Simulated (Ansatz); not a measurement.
Cost and result for the atomization energy of F$_{2}$GeH$_{4}$OSi (`F[SiH](F)[O][GeH3]`) (9 atoms, 8 bonds).

| atom | x (Å) | y (Å) | z (Å) |
| --- | --- | --- | --- |
| F1 | 1.950 | 1.073 | 0.816 |
| Si2 | 0.402 | 0.965 | 1.148 |
| F3 | 0.290 | -0.100 | 2.319 |
| O4 | -0.423 | 0.489 | -0.134 |
| Ge5 | -0.512 | -0.917 | -1.236 |
| H6 | -0.079 | 2.263 | 1.629 |
| H7 | -0.686 | -0.323 | -2.637 |
| H8 | 0.791 | -1.715 | -1.104 |
| H9 | -1.733 | -1.736 | -0.801 |

The species carries charge 0 and has multiplicity 1. Correlated methods include outer-core shells of Ge, which these sets cover unevenly. Scalar relativity is left out up to krypton. Geometry: relaxed with PBE0-D4/def2-TZVP. It is one conformer, not always the lowest. Program: Ansatz. All runs use 4 threads of an Arm Neoverse N1 on a shared host. Times are those of one run each, without the atoms' runs, and a repeat can differ threefold. Electronic energies, without spin–orbit coupling; frozen cores. CCSD(T)/CBS adds CCSD(T) − MP2 in def2-TZVPP to the MP2 limit, and its time is that of the two runs behind it. T1 = 0.012. With those shells the extrapolation isn't a true limit.

CCSD(T)/CBS is a level of theory with its own doubt, some kJ/mol a heavy atom from the limit and from the frozen cores, so smaller differences don't rank the functionals.

| level | functions | atomization (kcal/mol) | difference from CCSD(T)/CBS | per bond |
| --- | --- | --- | --- | --- |
| LDA (SPW92)/def2-TZVPP | 239 | 887.6 | 98.1 | 12.3 |
| BLYP-D4/def2-TZVPP | 239 | 773.7 | -15.8 | -2.0 |
| PBE0-D4/def2-TZVPP | 239 | 765.9 | -23.6 | -2.9 |
| revPBE-D4/def2-TZVPP | 239 | 758.1 | -31.4 | -3.9 |
| r2SCANh-D4/def2-TZVPP | 239 | 776.1 | -13.4 | -1.7 |
| MP2/def2-QZVPP | 450 | 800.5 | 11.0 | 1.4 |
| PBE-QIDH/def2-TZVPP | 239 | 771.7 | -17.8 | -2.2 |
| BHLYP-D4/def2-TZVPP | 239 | 754.9 | -34.6 | -4.3 |
| CCSD(T)/def2-SVP | 112 | 721.1 | -68.4 | -8.6 |
| CAM-B3LYP-D4/def2-TZVPP | 239 | 785.5 | -4.0 | -0.5 |
| CCSD(T)/def2-TZVPP | 239 | 768.7 | -20.8 | -2.6 |
| CCSD(T)/CBS(def2) | – | 789.5 | 0.0 | 0.0 |
| ωB97X-V/def2-TZVPP | 239 | 786.1 | -3.4 | -0.4 |

Q: Order the runs by time, with rough figures. (Estimate.)

A: Ansatz gave: LDA (SPW92)/def2-TZVPP 2 s; revPBE-D4/def2-TZVPP 3.3 s; BLYP-D4/def2-TZVPP 3.3 s; PBE0-D4/def2-TZVPP 5.5 s; BHLYP-D4/def2-TZVPP 6 s; CAM-B3LYP-D4/def2-TZVPP 6.5 s; r2SCANh-D4/def2-TZVPP 9 s; PBE-QIDH/def2-TZVPP 9.5 s; ωB97X-V/def2-TZVPP 14 s; CCSD(T)/def2-SVP 14 s; MP2/def2-QZVPP 34 s; CCSD(T)/def2-TZVPP 6.3 min; CCSD(T)/CBS(def2) 6.8 min.

Leaving LDA and LC-ωPBE aside and taking each functional with its dispersion term where it has one, the values, not all of them listed here, spread over 31.7 kcal/mol, from BHLYP-D4 to B97M-V. LDA lies +112.5 kcal/mol from PBE without D4, its usual overbinding. From PBE to PBE0 (25 % exact exchange), in def2-TZVPP and without D4, the atomization energy moves by −12.9 kcal/mol: exact exchange takes away binding that semilocal exchange gives to molecules. At CCSD(T), def2-SVP lies −68.5 kcal/mol from the extrapolated value and def2-TZVPP −20.8 kcal/mol: correlation converges slowly with the basis, and small sets miss more of it in the bonded molecule than in its fragments.
